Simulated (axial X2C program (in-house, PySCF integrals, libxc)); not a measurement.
**NbN⁺: from the spin-free to the two-component result**

All values were computed with an in-house relativistic program for diatomic molecules. Spin-free means the one-electron spin-free X2C Hamiltonian; two-component (2c) means X2C with spin–orbit coupling and atomic mean-field two-electron Coulomb and Gaunt terms, so the difference of the two also holds small scalar two-electron terms. Basis: Nb dyall-cv3z [11s12p9d5f3g], N dyall-av3z [7s7p3d2f] (cores contracted in-house); Gaussian nuclei, density fitting, unrestricted open shells. Masses: Nb 92.906 u, N 14.003 u.

Spin-free state: M_S = 1/2, Λ = 2 (beyond evenly filled blocks: δ+α); fragments Nb+ + N.

| level | Re (Å) | ωe (cm⁻¹) | De (eV) | μ (D) |
| --- | --- | --- | --- | --- |
| PBE0 | 1.602 | 1183.6 | 5.547 | -5.05 |
| PW91 | 1.628 | 1122.8 | 6.582 | -4.80 |

Dipoles are positive if N is the positive end and refer to the centre of mass.

(1) Within this multiplet, which Ω should lie lowest by the rule for regular and inverted multiplets?

Two-component determinant lowest at the distance of the search:

Ω = 3/2 (⟨Sz⟩ = -0.50, ⟨Lz⟩ = 2.00 at PBE0); fragments Nb+ + N.

| level | Re (Å) | ωe (cm⁻¹) | μ (D) |
| --- | --- | --- | --- |
| PBE0 | 1.602 | 1183.4 | -5.04 |
| PW91 | 1.628 | 1122.6 | -4.80 |

(2) From the two tables, how do the constants change at the PBE0 level (2c against spin-free)?

The state is a single determinant with fixed occupations, the lowest that a limited PBE0 search found. De is counted from the lowest determinant-based energies of the atoms at the same level, without counterpoise correction. De is not given where an atomic determinant may have missed its ground term or J level, or where the truncated virtual space spoils (T). Density functionals use the spin component along the axis (collinear). Without a current term, density functionals place determinants with orbital angular momentum somewhat too high. The determinant is spin-polarised beyond a pure state at some levels (its spin-free form has ⟨S²⟩ too high), which makes Re and μ there less reliable.

Answers

(1) The open δ shell holds one electron, so the multiplet is regular: Ω = Λ − 1/2 = 3/2. The PBE0 2c search agrees.

(2) At the PBE0 level Re is unchanged within 0.001 Å and ωe stays the same within 0.2 cm⁻¹.
